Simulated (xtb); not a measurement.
A geometry relaxed with GFN2-xTB run with xtb, charge 0, multiplicity 1:

```xyz
7

H      1.4854    -0.9247    -0.0864
H     -1.0687     1.3642    -0.4718
H      1.6003     0.7044     0.1094
H     -1.1159    -0.0923     1.4224
H     -1.2391    -1.0531    -0.7624
Si    -0.6817     0.0453     0.0227
N      1.0197    -0.0438    -0.2339
```

Question: Write the SMILES of this molecule.

Answer: `N[SiH3]`
